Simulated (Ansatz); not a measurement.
The same path of CH4BCl2FO (10 atoms, charge 0, multiplicity 1) was run twice with different band settings. Lost on the way: B1–Cl2, O5–H10. Made: Cl2–H10.

Computed with RHF/def2-SVP (Ansatz).

Relaxed end points:

```xyz
10
Properties=species:S:1:pos:R:3
B 0.006 -0.132 0.238
Cl 0.188 0.924 1.718
Cl 1.510 -0.234 -0.810
F -1.119 0.039 -0.462
O -0.181 -1.611 0.888
C -0.340 -2.784 0.084
H 0.612 -3.062 -0.356
H -0.735 -3.575 0.715
H -1.057 -2.530 -0.687
H 0.355 -1.737 1.663
```

```xyz
10
Properties=species:S:1:pos:R:3
B 0.064 -0.500 -0.898
Cl 0.659 -1.034 3.501
Cl 0.697 1.139 -0.777
F -0.321 -0.944 -2.071
O -0.020 -1.258 0.189
C -0.510 -2.584 0.188
H 0.255 -3.265 -0.185
H -0.749 -2.842 1.215
H -1.402 -2.669 -0.430
H 0.567 -0.745 2.261
```

Common settings: movable images 7; climbing image yes; optimiser quadratic models (default); start path through a guess of the saddle point; force threshold 0.05 eV/Å; iteration limit 60; end points relaxed.

| run | spring |
| --- | --- |
| 1 | 5.0 eV/Å² |
| 2 | 0.5 eV/Å² |

Q: What does each run give, and how far can it be trusted?

A: Run 1: converged after 50 iterations, highest image 1.178 eV above the first end. The profile has 2 maxima (images 1, 4) with wells between them (image 2): this band takes more than one step, which may be the mechanism or a detour left from its start path. Neighbouring images differ by up to 1.4 eV, so the band resolves the path poorly. A vibrational analysis at the climbing image gives one clearly imaginary mode, 900i cm⁻¹: a first-order saddle point.
Run 2: converged after 32 iterations, highest image 1.178 eV above the first end. The profile has 2 maxima (images 1, 4) with wells between them (image 2): this band takes more than one step, which may be the mechanism or a detour left from its start path. Neighbouring images differ by up to 1.4 eV, so the band resolves the path poorly. Another band between the same ends (7 images) ends at a top of the same energy, where a vibrational analysis finds 1 clearly imaginary mode.
The orbitals stay closed-shell, which can raise the energy where a bond breaks towards radicals; this wasn't checked here.
